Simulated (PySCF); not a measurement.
Species: C6H5Cl3.
Structure used (PBE0-D3(BJ)/def2-SVP), in Å, numbered top down from 1:
```xyz
14
C6H5Cl3 angstrom
Cl     3.018   -0.886    0.948
C      2.354    0.245   -0.272
Cl     2.780    1.913    0.222
Cl     3.111   -0.097   -1.840
C      0.869    0.106   -0.315
C      0.100   -0.241   -1.369
C     -1.328   -0.254   -0.933
C     -1.265    0.134    0.510
C      0.020    0.341    0.860
H      0.453   -0.476   -2.372
H     -1.789   -1.249   -1.077
H     -1.944    0.446   -1.528
H     -2.136    0.228    1.160
H      0.397    0.635    1.840
```

Computed with PySCF at CAM-B3LYP/def2-SVPD, non-relativistic, on one gas-phase PBE0-D3(BJ)/def2-SVP geometry that isn't relaxed in the solvent. The solvent is an IEF-PCM continuum (cavity from Bondi-type radii × 1.2). Specific hydrogen bonds and non-electrostatic terms are outside this model.

Gas phase at CAM-B3LYP/def2-SVPD: HOMO -8.24 eV, LUMO -0.12 eV, dipole 2.81 D.

Task: What does the continuum do to the energy, the frontier levels and the dipole at CAM-B3LYP/def2-SVPD in chloroform and water?

Result: 
| solvent | ε | E(solvent) − E(gas) (kcal/mol) | polarisation term (kcal/mol) | distortion of the solute (kcal/mol) | HOMO (eV) | LUMO (eV) | dipole (D) |
| --- | --- | --- | --- | --- | --- | --- | --- |
| chloroform | 4.711 | -2.43 | -2.71 | 0.28 | -8.11 | -0.02 | 3.51 |
| water | 78.36 | -3.50 | -4.10 | 0.60 | -8.09 | 0.00 | 3.81 |

The first energy column is the sum of the next two and covers electrostatics alone. From chloroform to water the lowering changes by a factor 1.44, Onsager's factor (ε − 1)/(2ε + 1) by 1.38 and ε itself by 16.6.

Task: Which radius a makes the point-dipole formula ΔE = −[(ε − 1)/(2ε + 1)]·μ²/a³ give the value in water, with the gas-phase dipole?

Result: μ = 1.106 au and |ΔE| = 0.00557 Eh give a = 2.52 Å; the farthest nucleus lies 3.18 Å from the centroid of the nuclei, so such a sphere wouldn't even hold the nuclei. The formula assumes a rigid point dipole at the centre of a sphere.

Task: Give the dipole vector in the frame of the coordinates (D, pointing from negative to positive charge), gas and water.

Result: Gas (-2.74, -0.38, -0.52), solvent (-3.67, -0.55, -0.85). Its length changes by +36 % and its direction by 2°.

Task: How does the static polarisability (CAM-B3LYP/def2-SVPD, frozen core, with the continuum's full static response) change?

Result: 
| medium | isotropic (au) | principal values (au) | ⟨r²⟩ of the electrons (bohr²) |
| --- | --- | --- | --- |
| gas | 109.0 | 90.5, 108.6, 127.7 | 1786.0 |
| chloroform | 137.9 | 114.8, 139.1, 159.9 | 1784.8 |
| water | 153.8 | 130.2, 154.9, 176.2 | 1784.2 |

The isotropic value in water is 1.41 times the gas-phase one; no cavity-field correction is applied. ⟨r²⟩ is taken about the centre of nuclear charge.
